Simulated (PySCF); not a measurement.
## Cs2 and its ions

PBE; basis Cs def2-TZVP with ECP46; scalar-relativistic core potentials; PySCF 2.14. Neutral (UKS): singlet (closed shell), Re = 4.742 Å, ωe = 40.2 cm⁻¹, De = 0.49 eV, HOMO -2.30 eV, LUMO -1.52 eV.

Cs₂⁺ (UKS): doublet (σ ↑), Re = 5.424 Å, ωe = 28.0 cm⁻¹, De = 0.75 eV to Cs⁺ + Cs. The energies at the minima are -40.31225 hartree for Cs2 and -40.17574 for Cs₂⁺.

Task: Work out the adiabatic ionisation energy, without and with harmonic zero-point energies (1 hartree = 27.2114 eV, 1 eV = 8065.5 cm⁻¹), and the change of the bond length.

Result: At PBE: 0.13651 hartree = 3.715 eV between the minima; the zero-point term (28.0 − 40.2)/2 cm⁻¹ = -0.001 eV makes it 3.714 eV. Re changes by +68.2 pm against the neutral. Minus the HOMO energy is 2.30 eV, -1.41 eV from the value between the minima; self-interaction puts the Kohn–Sham level too high, less so with exact exchange. The electron leaves a σ orbital, and the longer bond of the ion fits a bonding orbital, or a change in how ionic the bond is.

Closed-shell solutions of metal pairs were not tested for spin polarisation, which can lower them a little. Weak bonds: Cs2. Basis-set superposition, not corrected here, can be much of De in a small basis, most of all at correlated wavefunction levels. Spin–orbit coupling is left out. States were picked by a PBE0 search and need not be the measured ground states.
